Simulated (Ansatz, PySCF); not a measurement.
NbOBr, SMILES [O]=[Nb][Br] (connectivity only; charge and spin as stated), neutral, multiplicity 3. Atoms are numbered in the order given.

```xyz
3

Nb     0.2508     0.9106     0.0000
O     -1.1714     1.8259     0.0000
Br    -0.0442    -1.5543     0.0000
```
Charge 0, spin multiplicity 3.

The structure is a stationary point at B3LYP-D3(BJ)/def2-TZVP. The spin state was assumed, not searched. The def2 effective core potentials stand for the cores of Nb; spin–orbit coupling is left out.

Two levels are set side by side: PBE-D3(BJ)/def2-TZVP (Ansatz, a first-principles code) and B3LYP-D3(BJ)/def2-TZVP (Ansatz). Each level has its own optimised geometry; the coordinates shown are those of the second. Frequencies come from the Hessian of PySCF at each geometry. Differences are taken from unrounded values.

```
quantity                            B3LYP-D3(BJ)  PBE-D3(BJ)  PBE-D3(BJ) minus B3LYP-D3(BJ)
----------------------------------  ------------  ----------  -----------------------------
mean bond length (Å)                       2.087       2.081                         -0.006
bond Nb1–O2 (Å)                            1.691       1.698                          0.007
bond Nb1–Br3 (Å)                           2.483       2.463                         -0.019
highest harmonic wavenumber (cm⁻¹)          1016         992                            -24
mean harmonic wavenumber (cm⁻¹)              480         475                             -5
zero-point energy (kcal/mol)                2.06        2.04                          -0.02
```
